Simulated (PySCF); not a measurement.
**$^{29}$Si chemical shifts**

[PySCF: geometry: GFN2-xTB; σ from GIAO-PBE0/pcSseg-1; averaged over atoms made equivalent by symmetry, fast rotation or ring inversion; isolated molecule; non-relativistic; a single conformation]

Shieldings were converted by a linear fit to measured shifts: $^{29}$Si: δ = 279.94 − 0.822σ (rms 8.9 ppm, 72 shifts, 25.8 ppm with the 6 outliers that the fit left out vs TMS, solution or neat liquid). A few per cent of atoms miss by over 2 rms, more outside the fitted compound classes.

Q: Give the $^{29}$Si shifts of `C[SiH](C)/C=C/C(=O)O`, `C=C1O[SiH2]CC[C@H]1O`, `C#C[Si@H](F)[SiH2]P`, `C=CO[SiH2]CC(C)=O`, `C#C[Si@](F)([SiH3])P`, `C#Cc1cc([SiH3])ccp1`.

A: 
| compound | environment | δ (ppm) |
| --- | --- | --- |
| C[SiH](C)/C=C/C(=O)O | silicon bonded to 3 C, H | -22.1 |
| C=C1O[SiH2]CC[C@H]1O | silicon bonded to C, O, 2 H, in a 6-membered ring | -24.6 |
| [CH:1]#[C:2][Si@H:3]([F:4])[SiH2:5][PH2:6] | Si3: silicon bonded to C, F, Si, H | -11.5 |
| [CH:1]#[C:2][Si@H:3]([F:4])[SiH2:5][PH2:6] | Si5: silicon bonded to P, Si, 2 H | -81.7 |
| C=CO[SiH2]CC(C)=O | silicon bonded to C, O, 2 H | -27.1 |
| [CH:1]#[C:2][Si@:3]([F:4])([SiH3:5])[PH2:6] | Si3: silicon bonded to C, F, P, Si | 11.3 |
| [CH:1]#[C:2][Si@:3]([F:4])([SiH3:5])[PH2:6] | Si5: silicon bonded to Si, 3 H | -97.3 |
| C#Cc1cc([SiH3])ccp1 | silicon bonded to C, 3 H | -59.7 |
